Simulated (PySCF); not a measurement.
F3Se, charge +1. Atoms are numbered in the order given.

```xyz
4

Se     0.0000     0.0000     0.3698
F      1.2638     0.7296    -0.4657
F      0.0000    -1.4593    -0.4657
F     -1.2638     0.7296    -0.4657
```
Charge +1, spin multiplicity 1.

Coordinates come from a r2SCAN-D4/def2-SVP optimisation. The spin state was assumed, not searched. The isomer is the one that the SMILES or the coordinates give; other isomers of the formula were not compared.

The numbers are results of B3LYP/def2-TZVPD (PySCF), not measurements.

Isolated molecule, no solvent.

Computed frontier levels, gap, dipole moment and polarisability:
```
Item                                                               Value
------------------------------------------------  ----------------------
highest occupied level                                         -18.80 eV
lowest empty level                                             -10.07 eV
orbital gap                                                      8.74 eV
dipole moment about the centre of nuclear charge                  2.54 D
mean static polarisability                          24.9 bohr³ (3.69 Å³)
polarisability, principal values                  21.3, 26.7, 26.7 bohr³
```
